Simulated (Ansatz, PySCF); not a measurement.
1-chloro-1,3-difluorobuta-1,2-diene (C4H3ClF2), SMILES CC(F)=C=C(F)Cl. Atoms are numbered in the order given.

```xyz
10

C     -2.3695    -0.0114    -1.4198
C     -1.5986    -0.2316    -0.1613
F     -2.4026    -0.4163     0.9040
C     -0.2931    -0.2603    -0.0211
C      1.0071    -0.2465     0.0760
F      1.7806    -1.3223    -0.0549
Cl     1.9530     1.1777     0.3922
H     -1.6986     0.1394    -2.2745
H     -3.0204    -0.8795    -1.6153
H     -3.0216     0.8705    -1.3068
```
Charge 0, spin multiplicity 1.

The structure is a stationary point at B3LYP-D3(BJ)/def2-SVP.

Two levels are set side by side: PBE-D3(BJ)/def2-SVP (Ansatz, a quantum-chemistry and plane-wave program) and B3LYP-D3(BJ)/def2-SVP (Ansatz). Each level has its own optimised geometry; the coordinates shown are those of the second. Frequencies come from the Hessian of PySCF at each geometry. Differences are taken from unrounded values.

```tsv
quantity	B3LYP-D3(BJ)
mean bond length (Å)	1.314
bond C1–C2 (Å)	1.492
bond C2–F3 (Å)	1.347
bond C2–C4 (Å)	1.313
bond C4–C5 (Å)	1.304
bond C5–F6 (Å)	1.331
bond C5–Cl7 (Å)	1.739
bond C1–H8 (Å)	1.097
bond C1–H9 (Å)	1.103
bond C1–H10 (Å)	1.103
highest harmonic wavenumber (cm⁻¹)	3163
mean harmonic wavenumber (cm⁻¹)	1101
zero-point energy (kcal/mol)	37.79
```

Question: What does PBE-D3(BJ) give, and how far is it from B3LYP-D3(BJ)? (An estimate is asked for; the answer gives what the named calculation found.)

Answer: 
```json
[
 {"quantity": "mean bond length (Å)", "PBE-D3(BJ)": "1.321", "PBE-D3(BJ) minus B3LYP-D3(BJ)": "0.007"},
 {"quantity": "bond C1–C2 (Å)", "PBE-D3(BJ)": "1.494", "PBE-D3(BJ) minus B3LYP-D3(BJ)": "0.001"},
 {"quantity": "bond C2–F3 (Å)", "PBE-D3(BJ)": "1.356", "PBE-D3(BJ) minus B3LYP-D3(BJ)": "0.009"},
 {"quantity": "bond C2–C4 (Å)", "PBE-D3(BJ)": "1.323", "PBE-D3(BJ) minus B3LYP-D3(BJ)": "0.009"},
 {"quantity": "bond C4–C5 (Å)", "PBE-D3(BJ)": "1.313", "PBE-D3(BJ) minus B3LYP-D3(BJ)": "0.009"},
 {"quantity": "bond C5–F6 (Å)", "PBE-D3(BJ)": "1.339", "PBE-D3(BJ) minus B3LYP-D3(BJ)": "0.007"},
 {"quantity": "bond C5–Cl7 (Å)", "PBE-D3(BJ)": "1.742", "PBE-D3(BJ) minus B3LYP-D3(BJ)": "0.003"},
 {"quantity": "bond C1–H8 (Å)", "PBE-D3(BJ)": "1.104", "PBE-D3(BJ) minus B3LYP-D3(BJ)": "0.007"},
 {"quantity": "bond C1–H9 (Å)", "PBE-D3(BJ)": "1.110", "PBE-D3(BJ) minus B3LYP-D3(BJ)": "0.008"},
 {"quantity": "bond C1–H10 (Å)", "PBE-D3(BJ)": "1.110", "PBE-D3(BJ) minus B3LYP-D3(BJ)": "0.008"},
 {"quantity": "highest harmonic wavenumber (cm⁻¹)", "PBE-D3(BJ)": "3110", "PBE-D3(BJ) minus B3LYP-D3(BJ)": "-54"},
 {"quantity": "mean harmonic wavenumber (cm⁻¹)", "PBE-D3(BJ)": "1070", "PBE-D3(BJ) minus B3LYP-D3(BJ)": "-32"},
 {"quantity": "zero-point energy (kcal/mol)", "PBE-D3(BJ)": "36.70", "PBE-D3(BJ) minus B3LYP-D3(BJ)": "-1.09"}
]
```

GGA bonds tend to be longer and softer than those of functionals with exact exchange. Differences between two approximate levels are no errors against the true value.
